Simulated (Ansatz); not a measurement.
Cost and result for the atomization energy of C2H6F2Si2 (`F[Si@H]1C[Si@H](F)C1`) (12 atoms, 12 bonds).

Cartesian coordinates in Å:
```
F -0.7907 -2.3387 -0.9258
Si -0.6580 -0.7469 -0.8196
C -1.0196 -0.0525 0.8870
Si 0.5829 0.9129 0.7158
F 0.3030 2.4324 0.2918
C 1.1110 -0.1201 -0.7619
H -1.4789 -0.1573 -1.9044
H -0.9180 -0.8265 1.6560
H -1.9508 0.4863 1.0564
H 1.4912 0.9472 1.8879
H 1.7987 -0.9127 -0.4465
H 1.5290 0.3759 -1.6367
```

The species carries charge 0 and has multiplicity 1. The structure was optimised at the PBE0-D4/def2-TZVP level. Program: Ansatz. All runs use 2 threads of an AMD EPYC 7R13 on a shared host and a share of an NVIDIA H100 80 GB. Times are those of one run each, without the atoms' runs, and a repeat can differ threefold. Electronic energies, without spin–orbit coupling; frozen cores. CCSD(T)/CBS adds CCSD(T) − MP2 in def2-TZVPP to the MP2 limit, and its time is that of the two runs behind it. T1 = 0.012. B3LYP takes the VWN-RPA correlation (the form of Gaussian; ORCA's B3LYP/G).

CCSD(T)/CBS is a level of theory with its own doubt, some kJ/mol a heavy atom from the limit and from the frozen cores, so smaller differences don't rank the functionals.

```tsv
level	functions	wall time
PBE-D4/def2-TZVPP (with forces)	292	3 s
PBE0-D4/def2-TZVPP	292	3.1 s
r2SCAN-D4/def2-TZVPP (with forces)	292	3.2 s
B3LYP-D4/def2-TZVPP (with forces)	292	3.3 s
B2PLYP/def2-TZVPP	292	3.8 s
ωB97X-V/def2-TZVPP	292	4.1 s
ωB97M-V/def2-TZVPP (with forces)	292	5.5 s
CCSD(T)/def2-TZVPP	292	8.1 s
MP2/def2-QZVPP	548	10 s
CCSD(T)/CBS(def2)	–	18 s
```

Task: What atomization energy does each give, and how far from CCSD(T)/CBS? (Estimate.)

Result: Computed: 
| level | atomization (kcal/mol) | difference from CCSD(T)/CBS | per bond |
| --- | --- | --- | --- |
| PBE-D4/def2-TZVPP (with forces) | 1141.0 | 8.5 | 0.7 |
| PBE0-D4/def2-TZVPP | 1127.0 | -5.5 | -0.5 |
| r2SCAN-D4/def2-TZVPP (with forces) | 1133.8 | 1.3 | 0.1 |
| B3LYP-D4/def2-TZVPP (with forces) | 1123.4 | -9.1 | -0.8 |
| B2PLYP/def2-TZVPP | 1115.7 | -16.8 | -1.4 |
| ωB97X-V/def2-TZVPP | 1135.1 | 2.6 | 0.2 |
| ωB97M-V/def2-TZVPP (with forces) | 1133.7 | 1.2 | 0.1 |
| CCSD(T)/def2-TZVPP | 1101.9 | -30.6 | -2.6 |
| MP2/def2-QZVPP | 1144.2 | 11.7 | 1.0 |
| CCSD(T)/CBS(def2) | 1132.5 | 0.0 | 0.0 |

The D4 term adds +11.3 kcal/mol with B3LYP and +5.9 kcal/mol with PBE0; it sums over pairs of atoms, weighted by their polarisabilities, and B3LYP, whose exchange is more repulsive, gets the larger term. In def2-TZVPP, CCSD(T) changes the Hartree–Fock value by +248.7 kcal/mol (the triples alone add +14.8 kcal/mol) and MP2 by +272.5 kcal/mol; breaking electron pairs costs correlation energy, which Hartree–Fock lacks. From PBE to PBE0 (25 % exact exchange), in def2-TZVPP and without D4, the atomization energy moves by −13.0 kcal/mol: exact exchange takes away binding that semilocal exchange gives to molecules.
